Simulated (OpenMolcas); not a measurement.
Ag3+ (d8) among equal point charges was computed by CASSCF with the d shell active (OpenMolcas, ANO-RCC-VTZP on the metal). Its lowest spin-free states, and all those of the highest spin:

```
2S+1  Degeneracy  E (cm-1)
   3           2       0.0
   3           1      2595
   1           1      6090
   3           2      9063
   1           2     11887
   3           2     16097
   1           2     17530
   3           2     24885
   1           1     27112
   1           2     27693
   1           2     31239
   1           2     36796
   3           1     44565
```

Problem. Is the site octahedral, tetrahedral or cube-like, axial, or of lower symmetry?

Solution. The states with 2S+1 = 3 have orbital degeneracies 2, 1, 2, 2, 2, 1. There are pairs but no triples, so the site is axial: not cubic, but with a proper or improper axis of order three or more. The run had Ag3+ among 2 point charges of -2.5 e arranged as a linear pair (D∞h), 1.8 Å from the ion.

Spin-orbit coupling mixes the spin-free states strongly: the lowest level takes only 65 % from its leading state, 3Π. Without dynamic correlation the repulsion within the d shell is too large (B by tens of per cent), so at a given field states of lower spin stand too high. Real 4d8 and 5d8 ions are as a rule square planar and diamagnetic. Point charges carry no covalency, so the field is a model and not that of real ligands. No measured value stands beside these numbers.
